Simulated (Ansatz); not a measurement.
Species: ScF3, net charge 0, singlet state. 
Coordinates optimised at B3LYP-D3(BJ)/def2-TZVP (Ansatz, a first-principles code):
SMILES: [Sc]([F])([F])[F]
```xyz
4

Sc     0.0000     0.0000     0.0000
F     -1.5742    -0.9646     0.0845
F     -0.0007     1.7104    -0.7001
F      1.5749    -0.7458     0.6156
```
Charge 0, spin multiplicity 1.

Basis-set convergence of Hartree-Fock and CCSD(T) correlation energies (hartree) with Ansatz. Correlated levels leave the core frozen unless marked. Spin-orbit coupling is left out. Frozen are the shells of the preceding noble gas and the d and f shells that filled before the atom's block. No relativistic terms.

```tsv
basis	functions	E(HF)	E(corr, CCSD(T))	rough core time
def2-SVPD	103	-1058.03495	-0.68130	under 20 s
def2-TZVPPD	187	___	___	30 s
```

What belongs in the gaps?


- def2-TZVPPD, E(HF): -1058.48879
- def2-TZVPPD, E(corr, CCSD(T)): -0.86766
